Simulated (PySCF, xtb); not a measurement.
Al(Cl)(Br)(NH2) (AlBrClH₂N), SMILES [NH2][Al]([Cl])[Br].

GFN2-xTB in xtb at its own geometry gives an orbital gap of 4.17 eV and a dipole moment of 4.76 D.

Geometry: PBE0-D3(BJ)/def2-SVP. The structure was generated by enumeration; whether it is a known compound was not checked. The values are those of a single conformer.

Problem. What does r2SCAN/def2-TZVP (PySCF) give? (The exact figures need the calculation; the answer reports its results.)

Solution. gap 5.76 eV (levels -6.88 and -1.12 eV), dipole 2.35 D.
